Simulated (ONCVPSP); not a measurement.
V (Z = 23): one change to an ONCV potential, before and after

V (Z = 23), optimised norm-conserving Vanderbilt (ONCV), made with ONCVPSP 4.0.1 (LDA (Perdew-Wang 92), fully relativistic). Core [Ne], reference 3s2 3p6 3d3 4s1.75 4p0.25. Waves: 3s+4s: rc 1.75 bohr, ncon 3, nbas 6, qcut 5.5 1/bohr, 2 projectors; 3p+4p: rc 1.95 bohr, ncon 5, nbas 8, qcut 8.1 1/bohr, 2 projectors; 3d: rc 2.00 bohr, ncon 3, nbas 7, qcut 8.4 1/bohr, 2 projectors, debl 1.2 Ha. Local part: polynomial inside 1.75 bohr (lpopt 5, dvloc0 0 Ha). Core correction: Teter function, fcfact 2.5, rcfact 1.25.

Open shells are filled in proportion to 2j + 1.

Change: core [Ne] 3s2, valence charge 11; reference 3p6 3d3 4s2; waves now 4s: rc 2.65 bohr, ncon 4, nbas 9, qcut 2.3 1/bohr, 2 projectors, debl 0.5 Ha; 3p: rc 0.90 bohr, ncon 4, nbas 9, qcut 10 1/bohr, 1 projector; 3d: rc 2.05 bohr, ncon 4, nbas 9, qcut 7.9 1/bohr, 2 projectors, debl 0.4 Ha; local potential polynomial inside 0.80 bohr (lpopt 5, dvloc0 1 Ha).

Cutoffs: the cutoffs (Ha) at which the residual kinetic energy of the hardest occupied pseudo-wave falls to 1 and 0.1 mHa per electron; they do not see the model core or the augmentation charge, which bear on the density cutoff. Errors are all-electron minus pseudo energies relative to the spin-unpolarised reference configuration.

What does the change do?

The potential gets harder (25 Ha and 29 Ha → 41 Ha and 80 Ha); a bound ghost appears in s, which as a rule spoils a file; the number of tests with a reliable result goes from 4 to 3. Several settings change at once here, so the effects cannot be laid on one of them.

| quantity | base | changed |
| --- | --- | --- |
| cutoff, loose | 25 Ha | 41 Ha |
| cutoff, tight | 29 Ha | 80 Ha |
| loose cutoff by channel | s 8.9 Ha, p 21 Ha, d 25 Ha | s 3.0 Ha, p 41 Ha, d 23 Ha |
| bound ghosts | none | s |
| GHOST(+) flags under 300 eV | none | none |
| tests with a reliable result | 4 of 4 | 3 of 4 |
| rms error of d²Exc/dni dnj with the model core, mHa | 5.40 | 8.24 |

 A true bound ghost makes a file unfit for plane-wave use even where its test errors are small: the radial tests pick states by their node count and pass the ghost by.
